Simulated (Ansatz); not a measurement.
`C[Se][AsH2]` + CH₃OH → `CO[AsH2]` + `C[SeH]`  (ligand exchange at the As–Se bond)

Computed with Ansatz on PBE0-D4/def2-TZVP structures; ΔE is electronic, products minus reactants. CBS: MP2 limit from def2 TZ/QZ plus the TZ coupled-cluster correction, frozen cores. This one scheme is used for every species. Functionals use def2-TZVPP. For As, Se outer-core shells are correlated without core-valence functions, which leaves a few kJ/mol of doubt a bond. Scalar relativity is left out up to krypton.

`C[Se][AsH2]`:

```xyz
8

C     1.196    0.442    0.783
Se    0.488   -0.995   -0.334
As   -1.630   -0.005   -0.726
H     2.202    0.133    1.068
H     1.248    1.372    0.221
H     0.588    0.566    1.676
H    -1.647   -0.250   -2.229
H    -2.445   -1.264   -0.460
```

CH₃OH:

```xyz
6

C     0.351    0.053    0.029
O    -0.997    0.393   -0.200
H     0.937    0.963   -0.102
H     0.720   -0.695   -0.683
H     0.522   -0.318    1.047
H    -1.533   -0.395   -0.092
```

`CO[AsH2]`:

Z-matrix (Å, degrees):
```
C
O 1 1.407
H 1 1.098 2 111.6
H 1 1.098 2 111.6 3 121.3
H 1 1.093 2 107.7 3 -119.4
As 2 1.784 1 118.1 3 -60.7
H 6 1.538 2 97.5 1 45.6
H 6 1.538 2 97.5 1 -45.6
```

`C[SeH]`:

Z-matrix (Å, degrees):
```
C
Se 1 1.949
H 1 1.088 2 110.6
H 1 1.087 2 110.6 3 -123.3
H 1 1.089 2 106.0 3 118.4
H 2 1.468 1 95.4 3 61.7
```

| level | ΔE (kJ/mol) |
| --- | --- |
| r2SCAN0-D4 | 63.0 |
| CCSD/CBS(def2) | 59.5 |

(1) What does CCSD(T)/CBS give? (An estimate is asked.)

Largest T1 diagnostic among the species: 0.012.

Results:

(1) Ansatz gave: +59.7 kJ/mol. The listed levels differ from it by 3.3, -0.2 kJ/mol.

Leaving LDA and LC-ωPBE aside and taking each functional with its dispersion term where it has one, the values, not all of them listed here, spread over 21.1 kJ/mol, from B97M-V to HSE06-D4. LDA lies −3.8 kJ/mol from PBE without D4. From PBE to PBE0 (25 % exact exchange), in def2-TZVPP and without D4, ΔE moves by +3.2 kJ/mol. At CCSD(T), def2-SVP lies −8.1 kJ/mol from the extrapolated value and def2-TZVPP −6.8 kJ/mol.
